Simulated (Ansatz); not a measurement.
Consider the redistribution: `[F][GeH2][NH][GeH3]` + `B[SiH2]Cl` → `[BH2][GeH2][F]` + `Cl[SiH2][NH][GeH3]`.

Computed with Ansatz on PBE0-D4/def2-TZVP structures; ΔE is electronic, products minus reactants. CCSD(T)/CBS is the MP2 limit (def2-TZVPP, def2-QZVPP) plus CCSD(T) − MP2 in def2-TZVPP, frozen cores. DFT in def2-TZVPP. For Ge outer-core shells are correlated without core-valence functions, which leaves a few kJ/mol of doubt a bond. Scalar relativity is left out up to krypton. Each species was taken in one conformer, which may not be the lowest.

| level | ΔE (kJ/mol) |
| --- | --- |
| RPA@PBE/def2-TZVPP | -48.9 |
| CCSD/def2-TZVPP | -50.7 |

(1) What does CCSD(T)/CBS give? (An estimate is asked.)

(2) What do rigid-rotor, harmonic-oscillator terms from PBE0-D4/def2-TZVP frequencies (298.15 K, 1 bar) make of the CCSD(T)/CBS value? (Estimate.)

Largest T1 diagnostic among the species: 0.012.

Answers

(1) Computed: -53.4 kJ/mol. The listed levels differ from it by 4.5, 2.7 kJ/mol.

(2) The calculation gave: ΔZPE = +1.7 kJ/mol, ΔH = -52.1 kJ/mol, ΔS = -2 J/(mol·K), ΔG = -51.4 kJ/mol. Modes under 50 cm⁻¹ make the entropy rough.

At CCSD(T), def2-SVP lies +15.4 kJ/mol from the extrapolated value and def2-TZVPP +3.5 kJ/mol. Leaving LDA and LC-ωPBE aside and taking each functional with its dispersion term where it has one, the values, not all of them listed here, spread over 5.5 kJ/mol, from BHLYP-D4 to PBE-D4. LDA lies −3.1 kJ/mol from PBE without D4.
